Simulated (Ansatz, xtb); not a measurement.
**C2OTe: where a starting geometry ends**

The starting geometry of this gas-phase singlet was built from a drawn formula by distance geometry and a force field; its bonds are those of `[C]=C1O[Te]1`.

```yaml
atoms:
  - { symbol: C, position_ang: [-0.1463, -0.0087, 3.4976] }
  - { symbol: C, position_ang: [0.8498, -0.4020, 2.7532] }
  - { symbol: O, position_ang: [2.3092, -0.7188, 2.6403] }
  - { symbol: Te, position_ang: [1.3491, -1.0478, 1.0006] }
```

Task: Predict what it relaxes into with r2SCAN-D4/def2-SVP.

Result: It rearranges to `O=C=C=[Te]`. Distances that change by over a tenth: C2–O3 (1.50 → 1.18 Å). Contacts that open: C2–Te4 (1.93 → 3.16 Å), O3–Te4 (1.93 → 4.33 Å). Contacts that close: C1–Te4 (3.09 → 1.94 Å).

The energy falls by 4.56 eV over 18 steps:

| step | E − E(last) (eV) |
| --- | --- |
| 1 | 4.563 |
| 3 | 3.432 |
| 5 | 3.141 |
| 7 | 2.905 |
| 9 | 0.932 |
| 10 | 0.590 |
| 12 | 0.198 |
| 14 | 0.021 |
| 16 | 0.000 |
| 18 | 0.000 |

Final geometry (Å):

```yaml
atoms:
  - { symbol: C, position_ang: [0.5829, -0.5061, 2.2985] }
  - { symbol: C, position_ang: [1.6282, -0.4590, 3.0779] }
  - { symbol: O, position_ang: [2.4562, -0.3578, 3.9088] }
  - { symbol: Te, position_ang: [-0.3054, -0.8544, 0.6066] }
```

From the same start GFN2-xTB ends elsewhere, differing in C2–Te4 (2.19 against 3.16 Å here), O3–Te4 (2.10 against 4.33 Å here).

No frequencies were run, so the end isn't proven a minimum. Atoms past krypton carry core potentials, without spin–orbit terms. Run with Ansatz 0.2.0, 45 s on 1 thread of Arm Neoverse V1, with other jobs on the host.
